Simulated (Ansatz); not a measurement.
Ansatz (a first-principles code) job for Hf(OH)2(H)2 (H4HfO2), SMILES [HfH2]([OH])[OH], multiplicity 1, PBE-D3(BJ)/def2-TZVP. 

Ansatz 0.2 input:
```yaml
crystal:
  periodic: [false, false, false]
  atoms:
    - {symbol: Hf, position_ang: [-0.00000000, 0.00000000, -0.18648655]}
    - {symbol: O, position_ang: [-1.62581815, -0.00000000, 0.80791874]}
    - {symbol: H, position_ang: [-2.27485380, -0.00000000, 1.50461769]}
    - {symbol: O, position_ang: [1.62581816, -0.00000000, 0.80791874]}
    - {symbol: H, position_ang: [2.27485380, 0.00000000, 1.50461767]}
    - {symbol: H, position_ang: [-0.00000001, 1.52935717, -1.25445198]}
    - {symbol: H, position_ang: [0.00000000, -1.52935718, -1.25445199]}
basis:
  gaussian:
    orbitals: def2-TZVP
hamiltonian:
  xc: pbe
  dispersion: d3bj
relax: {f_tol: 0.002, max_steps: 200}
```

Log of the run:

```
WARN ansatz: RAYON_NUM_THREADS=1 ignored (pool sized by the plan → 1); use --threads N
Functional definition: PBE
integrals: 0.04 GiB planned
823 factors; their error is unknown
mean field: 0.33 GiB planned
mean field evaluation 1: about -5452.3395 eV, gradient 9.4e1 eV
mean field evaluation 2: about -5295.9361 eV, gradient 2.7e2 eV
mean field evaluation 4: about -5466.0515 eV, gradient 1.5e1 eV
mean field evaluation 8: about -5466.7044 eV, gradient 9.5e-2 eV
mean field evaluation 16: about -5466.6950 eV, gradient 3.5e-5 eV
mean field -5466.69495404 eV, -200.8973341022 hartree, gradient 3.5e-5 eV, S^2 0.000000; 0 other end points of the search recorded, 0 dependent functions left out
the calculation of the forces begins
reference -5466.69500260 eV, -200.8973358864 hartree; 16, 16 occupied and 110, 110 virtual orbitals, 823 factors
relax step   1: F+E_penalty+E_count = -5466.78110613 eV  Δ(F+E_penalty+E_count) = +0.000e0 eV  max|allowed force component| = 4.253e-1 eV/Å  Δτ_max = 0.0000 Å  (30 SCF iters, accepted)
these checks for a lower state are left out or cut short: starts, cluster_reference, orbital_swaps, neighbouring_geometries, increment
integrals: 0.04 GiB planned
823 factors; their error is unknown
mean field: 0.32 GiB planned
mean field -5466.70312736 eV, -200.8976344660 hartree, gradient 1.7e-5 eV, S^2 0.000000; 0 other end points of the search recorded, 0 dependent functions left out
the calculation of the forces begins
reference -5466.70317588 eV, -200.8976362491 hartree; 16, 16 occupied and 110, 110 virtual orbitals, 823 factors
relax step   2: F+E_penalty+E_count = -5466.78880682 eV  Δ(F+E_penalty+E_count) = -7.701e-3 eV  max|allowed force component| = 1.354e-1 eV/Å  Δτ_max = 0.0280 Å  (32 SCF iters, accepted)
these checks for a lower state are left out or cut short: starts, cluster_reference, orbital_swaps, neighbouring_geometries, increment
integrals: 0.04 GiB planned
823 factors; their error is unknown
mean field: 0.32 GiB planned
mean field evaluation 32: about -5466.7058 eV, gradient 9.4e-6 eV
mean field -5466.70576328 eV, -200.8977313342 hartree, gradient 9.6e-6 eV, S^2 0.000000; 0 other end points of the search recorded, 0 dependent functions left out
the calculation of the forces begins
reference -5466.70581185 eV, -200.8977331191 hartree; 16, 16 occupied and 110, 110 virtual orbitals, 823 factors
relax step   3: F+E_penalty+E_count = -5466.79151067 eV  Δ(F+E_penalty+E_count) = -2.704e-3 eV  max|allowed force component| = 3.353e-2 eV/Å  Δτ_max = 0.0252 Å  (31 SCF iters, accepted)
these checks for a lower state are left out or cut short: starts, cluster_reference, orbital_swaps, neighbouring_geometries, increment
integrals: 0.04 GiB planned
823 factors; their error is unknown
mean field: 0.32 GiB planned
mean field -5466.70614563 eV, -200.8977453853 hartree, gradient 1.1e-5 eV, S^2 0.000000; 0 other end points of the search recorded, 0 dependent functions left out
the calculation of the forces begins
reference -5466.70619417 eV, -200.8977471693 hartree; 16, 16 occupied and 110, 110 virtual orbitals, 823 factors
relax step   4: F+E_penalty+E_count = -5466.79192786 eV  Δ(F+E_penalty+E_count) = -4.172e-4 eV  max|allowed force component| = 1.039e-1 eV/Å  Δτ_max = 0.0107 Å  (31 SCF iters, accepted)
these checks for a lower state are left out or cut short: starts, cluster_reference, orbital_swaps, neighbouring_geometries, increment
integrals: 0.04 GiB planned
823 factors; their error is unknown
mean field: 0.32 GiB planned
mean field -5466.70709410 eV, -200.8977802412 hartree, gradient 1.2e-5 eV, S^2 0.000000; 0 other end points of the search recorded, 0 dependent functions left out
the calculation of the forces begins
reference -5466.70714256 eV, -200.8977820217 hartree; 16, 16 occupied and 110, 110 virtual orbitals, 823 factors
relax step   5: F+E_penalty+E_count = -5466.79292556 eV  Δ(F+E_penalty+E_count) = -9.977e-4 eV  max|allowed force component| = 3.972e-2 eV/Å  Δτ_max = 0.0238 Å  (29 SCF iters, accepted)
these checks for a lower state are left out or cut short: starts, cluster_reference, orbital_swaps, neighbouring_geometries, increment
integrals: 0.04 GiB planned
823 factors; their error is unknown
mean field: 0.32 GiB planned
mean field -5466.70716642 eV, -200.8977828987 hartree, gradient 1.1e-5 eV, S^2 0.000000; 0 other end points of the search recorded, 0 dependent functions left out
the calculation of the forces begins
reference -5466.70721487 eV, -200.8977846794 hartree; 16, 16 occupied and 110, 110 virtual orbitals, 823 factors
relax step   6: F+E_penalty+E_count = -5466.79301744 eV  Δ(F+E_penalty+E_count) = -9.188e-5 eV  max|allowed force component| = 5.127e-3 eV/Å  Δτ_max = 0.0080 Å  (31 SCF iters, accepted)
these checks for a lower state are left out or cut short: starts, cluster_reference, orbital_swaps, neighbouring_geometries, increment
integrals: 0.04 GiB planned
823 factors; their error is unknown
mean field: 0.33 GiB planned
mean field evaluation 64: about -5466.7072 eV, gradient 1.1e-5 eV
mean field -5466.70716471 eV, -200.8977828359 hartree, gradient 1.1e-5 eV, S^2 0.000000; 0 other end points of the search recorded, 0 dependent functions left out
the calculation of the forces begins
reference -5466.70721315 eV, -200.8977846161 hartree; 16, 16 occupied and 110, 110 virtual orbitals, 823 factors
relax step   7: F+E_penalty+E_count = -5466.79302561 eV  Δ(F+E_penalty+E_count) = -8.164e-6 eV  max|allowed force component| = 2.412e-3 eV/Å  Δτ_max = 0.0050 Å  (32 SCF iters, accepted)
these checks for a lower state are left out or cut short: starts, cluster_reference, orbital_swaps, neighbouring_geometries, increment
integrals: 0.04 GiB planned
823 factors; their error is unknown
mean field: 0.32 GiB planned
mean field -5466.70716369 eV, -200.8977827984 hartree, gradient 9.0e-5 eV, S^2 0.000000; 0 other end points of the search recorded, 0 dependent functions left out
the calculation of the forces begins
reference -5466.70721213 eV, -200.8977845786 hartree; 16, 16 occupied and 110, 110 virtual orbitals, 823 factors
relax step   8: F+E_penalty+E_count = -5466.79302606 eV  Δ(F+E_penalty+E_count) = -4.545e-7 eV  max|allowed force component| = 2.915e-4 eV/Å  Δτ_max = 0.0003 Å  (20 SCF iters, accepted)
integrals: 0.04 GiB planned
823 factors; their error is unknown
mean field: 0.32 GiB planned
mean field -5466.70716369 eV, -200.8977827984 hartree, gradient 9.0e-5 eV, S^2 0.000000; 1 other end points of the search recorded, 0 dependent functions left out
the calculation of the forces begins
reference -5466.70721213 eV, -200.8977845786 hartree; 16, 16 occupied and 110, 110 virtual orbitals, 823 factors
Total energy: -5466.79307450 eV, -200.9009399625 hartree
Atom 0 at     0.000000    -0.000000    -0.196856 Å, force    -0.000000    -0.000000     0.000291 eV/Å
Atom 1 at    -1.643799     0.000000     0.792053 Å, force    -0.000103    -0.000000     0.000145 eV/Å
Atom 2 at    -2.253477     0.000000     1.537509 Å, force     0.000168     0.000000    -0.000198 eV/Å
Atom 3 at     1.643799    -0.000000     0.792053 Å, force     0.000103    -0.000000     0.000145 eV/Å
Atom 4 at     2.253477     0.000000     1.537509 Å, force    -0.000168     0.000000    -0.000198 eV/Å
Atom 5 at    -0.000000     1.536335    -1.266293 Å, force    -0.000000     0.000107    -0.000092 eV/Å
Atom 6 at    -0.000000    -1.536335    -1.266293 Å, force     0.000000    -0.000107    -0.000092 eV/Å
Dipole moment:     0.000000     0.000000     0.729171 e Å
```

Self-consistency was reached.
